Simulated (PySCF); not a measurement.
**How methods differ on the ionisation energy of Tl(58+)**

Tl(58+) [Ar] 3d5 (6S) → Tl(59+) [Ar] 3d4 (5D), as a difference of total energies. Calculation: PySCF 2.14, in an even-tempered Gaussian basis (17 s from 15 bohr⁻², ratio 2.5; 13 p from 20 bohr⁻², ratio 2.5; 7 d from 20 bohr⁻², ratio 2.5; 4 f from 75 bohr⁻², ratio 2.7; 3 g from 110 bohr⁻², ratio 2.7); the spin-free X2C one-electron Hamiltonian (Gaussian nucleus). Correlated levels: outer shells: [Ne] frozen; virtual orbitals above 40 to 60 times the deepest correlated orbital energy dropped. The calculations carry no spin-orbit coupling.

| method | ionisation energy (eV) |
| --- | --- |
| UHF | 6044.4 |
| LDA | 6039.1 |
| PBE | 6038.7 |
| PBE0 | 6040.6 |
| r2SCAN | 6041.5 |
| TPSS | 6037.4 |
| r2SCANh | 6042.0 |
| MP2 (outer shells) | 6044.6 |
| SCS-MP2 (outer shells) | 6044.1 |

Spin-orbit coupling is strong in these open shells (close to jj coupling). The scalar numbers leave it out and a first-order estimate fails, so it can dominate the gap to the real levels.

Breit and QED terms and the two-electron picture change are absent.

For comparison: 5969 ± 6 eV (theoretical estimate listed by NIST; NIST Atomic Spectra Database, ionization energies).
